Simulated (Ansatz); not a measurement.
Consider the redistribution: `C[CH2][AlH][OH]` + `C[SiH2]C(N)F` → `N[CH](F)[AlH][OH]` + `CC[SiH2]C`.

Program: Ansatz. Geometries: PBE0-D4/def2-TZVP. ΔE: electronic, gas phase. CCSD(T)/CBS adds triple-zeta CCSD(T) − MP2 to the extrapolated MP2 energy (def2 sets, frozen cores). Each species was taken in one conformer, which may not be the lowest.

```
        level  ΔE (kJ/mol)
HF/def2-TZVPP          1.2
MP2/CBS(def2)          1.3
```

Problem. What does CCSD(T)/CBS give? (Estimate.)

Solution. Computed: +1.6 kJ/mol. The listed levels differ from it by -0.4, -0.3 kJ/mol.

Largest T1 diagnostic among the species: 0.013.
